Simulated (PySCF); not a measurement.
# Two-component Hartree-Fock for Rb¹⁵⁺ (rubidium, charge +15)

Start: [Ar] 3d4; 3d3/2 filled at m_j = -3/2, -1/2, +1/2, +3/2. Calculated with PySCF 2.14 in an even-tempered Gaussian basis (17 s from 1.3 bohr⁻², ratio 2.8; 12 p from 1.7 bohr⁻², ratio 2.8; 8 d from 1.7 bohr⁻², ratio 2.8; 4 f from 6.4 bohr⁻², ratio 3): generalised Hartree-Fock with the X2C-1e Hamiltonian and a Gaussian nucleus; one run each with spin-orbit coupling (SO) switched off, then screened by Boettger's factors.

| spinor shell | electrons | ε, spin-free (eV) | ε, screened SO (eV) | weight of nominal j (screened SO) | rms radius, screened SO (bohr) |
| --- | --- | --- | --- | --- | --- |
| 1s1/2 | 2 | -15764.8 | -15764.2 | 1.000 | 0.0464 |
| 2s1/2 | 2 | -2582.9 | -2582.7 | 1.000 | 0.192 |
| 2p1/2 | 2 | -2339.0 | -2383.1 | 0.990 | 0.168 |
| 2p3/2 | 4 | -2339.0 | -2317.7 | 0.995 | 0.172 |
| 3s1/2 | 2 | -750.35 | -750.27 | 1.000 | 0.509 |
| 3p1/2 | 2 | -666.21 | -683.77 | 0.746 | 0.504 |
| 3d3/2 | 4 | -554.71 | -554.85 | 0.595 | 0.477 |

**Question.** Where does 3p3/2 lie, and what is the 3p spin-orbit splitting (screened SO)?

**Answer.** At -657.56 eV, 26.215 eV above 3p1/2.

| quantity | spin-free | screened SO |
| --- | --- | --- |
| E (hartree) | -2870.82617 | -2871.07975 |
| M_J | 0 | 0 |
| ⟨J²⟩ | 4.003 | 3.326 |
| ⟨L²⟩ | 6.002 | 5.840 |
| ⟨S²⟩ | 6.001 | 5.835 |

The determinant has a definite M_J but mixes levels of different J.

Each row is a mean over spinors that exchange with the open shell spreads, by up to 17.756 eV (3s1/2).

Rows whose weight is well below 1 are mixtures of j = l ± 1/2: exchange outweighs spin-orbit coupling there, and the label is only the starting occupation.

Breit and QED terms are absent; they matter most for the inner s and p1/2 levels.

Densities and radii are taken from the X2C orbitals without a picture-change correction, which distorts them close to the nucleus.

Without spin-orbit coupling the j labels of p, d and f shells carry no meaning; the spin-free column gives the mean over the occupied spinors of each nl shell, and its ⟨J²⟩ belongs to a mixture of degenerate components.
